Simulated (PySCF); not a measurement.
Gas-phase equilibrium of 1 mol H2O, 0.31 mol O2 at 2000 K and 1.00 bar, among 9 species (O2, O, HO2, H2O, H, H2O2, O3, H2, OH). Only gases are allowed; each row takes one source of thermochemistry for all species, and Cantera finds the minimum.

Computed with PySCF and rigid-rotor harmonic-oscillator thermochemistry at 1 bar. 'Table' is the NASA 1993 thermochemical table (part measured, part estimated). † marks an energy on the PBE0/def2-TZVP geometry and frequencies; other levels use their own. 6-31G* has spherical d functions here. Open shells (unrestricted) among the columns below: O2 (multiplicity 3), O (multiplicity 3, electronic degeneracy 9), HO2 (multiplicity 2), H (multiplicity 2), OH (multiplicity 2, electronic degeneracy 4); the rest are closed-shell singlets. Spin-orbit splitting is ignored; it lowers the true energy and changes the entropy of O, OH. B3LYP is the form with VWN-RPA correlation. The harmonic model lacks anharmonicity and excited electronic states, which grow with temperature; levels with a mode under 35 cm⁻¹ are left out. The table's entry may be an old estimate for HO2, OH (not checked at source).

Molecules larger than those listed are left out.

With table thermochemistry: H2O 0.76, O2 0.23, H2 0.00045, OH 0.0058, O 0.00032, H 3.5e-5, HO2 8.5e-6.

**Question.** How far does the composition move with the other sources (B3LYP/6-31G*, BLYP/def2-TZVP†, r2SCAN/def2-TZVP†, LDA/def2-TZVP†, ωB97M-V/def2-TZVP†, ωB97X-V/def2-TZVP†)?

**Answer.** 
```csv
thermochemistry,x H2O,x O2,x H2,x OH,x O,x H,x HO2
table,0.76,0.23,0.00045,0.0058,0.00032,3.5e-5,8.5e-6
B3LYP/6-31G*,0.72,0.24,0.027,0.0089,0.00022,0.00028,2.1e-5
BLYP/def2-TZVP†,0.75,0.24,0.0066,0.0054,5.8e-5,0.00014,1.5e-5
r2SCAN/def2-TZVP†,0.75,0.24,0.0038,0.0079,0.00011,0.00014,8.8e-6
LDA/def2-TZVP†,0.76,0.24,0.00052,0.00024,3.8e-7,2.5e-5,2.0e-5
ωB97M-V/def2-TZVP†,0.76,0.23,0.0013,0.0073,0.00025,7.1e-5,1.3e-5
ωB97X-V/def2-TZVP†,0.76,0.24,0.0025,0.0067,0.00017,0.00011,1.1e-5
```
The most sensitive of these is O: it spans a factor of 10^2.9 over these rows; at this temperature one factor of ten is RT ln 10 = 38 kJ/mol.
